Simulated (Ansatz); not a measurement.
K₂F₂⁺. Charge 1, multiplicity 2. Geometry PBE0-D4/def2-TZVP, that of the neutral singlet; atoms count from 1.

```
atom    x (Å)    y (Å)    z (Å)
  K1   0.8930   0.5917   1.3743
  K2  -0.8933  -0.5916  -1.3741
  F3   0.1186  -1.5094   0.5728
  F4  -0.1183   1.5093  -0.5729
```

The structure comes from a short search, and lower isomers may exist.

Q: Estimate the Mulliken populations from the PBE0/def2-TZVP orbitals of Ansatz.

A: 
```
atom  charge (e)  spin (α − β)
  K1        0.89         -0.01
  K2        0.89         -0.01
  F3       -0.39          0.51
  F4       -0.39          0.51
```
Mulliken values and Mayer orders depend strongly on the basis.

Q: Where does the spin sit?

A: Summed by element: K -0.02, F 1.02, of 1 unpaired in all. Largest on single atoms: F3 0.51, F4 0.51, K1 -0.01.
